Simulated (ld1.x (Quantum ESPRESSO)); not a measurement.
Building the ultrasoft potential for palladium (Pd) (PBEsol, scalar-relativistic).

ld1.x (Quantum ESPRESSO) 7.5 input, shortened:

```
&input
   title='Pd', zed=46., rel=1, dft='PBESOL', iswitch=3,
   config='[Kr] 4d8 5s0 5p0'
 /
 &inputp
   pseudotype=3, tm=.true., lloc=-1, rcloc=1.95,
   nlcc=.true., new_core_ps=.true., rcore=0.95,
   which_augfun='PSQ', rmatch_augfun_nc=.true.
 /
6
5S  1  0   0.00   0.00  2.15  2.40  0.0
5S  1  0   0.00  -1.15  2.15  2.40  0.0
4P  2  1   6.00   0.00  1.60  1.80  0.0
5P  3  1   0.00   0.00  1.60  1.80  0.0
4D  3  2   8.00   0.00  1.35  1.40  0.0
4D  3  2   0.00  -1.60  1.35  1.40  0.0
 &test
   configts(1)='4p6 4d8 5s0 5p0'
 /
```

All-electron outer shells of the reference configuration (PBEsol, scalar-relativistic, ld1.x):

```tsv
shell	level (eV)	outermost node (bohr)	outermost maximum (bohr)
4s	-110.38	0.45	0.85
4p	-76.03	0.46	0.91
4d	-27.32	0.45	1.07
5s	-20.16	1.13	2.27
5p	-13.92	1.26	2.74
```

Results:

* Cutoffs needed: 55 Ry and 90 Ry (the cutoffs (Ry, on a coarse ladder) from which the occupation-weighted sum of valence levels, in a spherical-Bessel basis at the reference potential, stays within 10 and 1 mRy of its value at 400 Ry)
* Ghost test: no extra level below or beside the all-electron valence levels (s, p, d, f tested) (spherical-Bessel basis up to 400 Ry, 20 bohr box)
* Largest excitation error: -200 meV (all-electron minus pseudo) for 4p6 4d6 5s0 5p0, out of 7 test configurations
* Lowest eigenvalue of the overlap operator: 0.11 (p channel)
* Density cutoff estimated by the generator: 238 Ry

Generation and tests took about 1.4 s on one core of a shared server CPU.
